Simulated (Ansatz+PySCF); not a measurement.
Results of a calculation; reference values are marked as such.
This PySCF input gave a total energy of -1058.00099 hartree.

```python
from pyscf import gto, scf

mol = gto.M(atom="""
Sc 0.005530 -0.008300 -0.000760
F 1.814010 0.005120 -0.002790
F -0.903360 1.584080 -0.001940
F -0.913810 -1.572280 -0.007720
""", basis='def2-svp', charge=0, spin=0)
mf = scf.UHF(mol)
mf.init_guess = 'huckel'
mf.kernel()
while True:  # follow internal instabilities
    mo, _, stable, _ = mf.stability(return_status=True)
    if stable: break
    mf.kernel(mf.make_rdm1(mo, mf.mo_occ))
print(mf.converged, mf.e_tot, mf.spin_square()[0])
```

(1) Write an input for Ansatz with the same method and basis set.

Answers

(1)

```yaml
crystal:
  periodic: [false, false, false]
  atoms:
    - { symbol: Sc, position_ang: [0.00553, -0.0083, -0.00076] }
    - { symbol: F, position_ang: [1.81401, 0.00512, -0.00279] }
    - { symbol: F, position_ang: [-0.90336, 1.58408, -0.00194] }
    - { symbol: F, position_ang: [-0.91381, -1.57228, -0.00772] }
basis:
  gaussian: { orbitals: def2-SVP }
magnetization:
  spin_polarized: true
hamiltonian:
  xc: hf
```

Ansatz (development build ahead of 0.2.0) gave -1058.00099 hartree, 0.05 meV from the first.
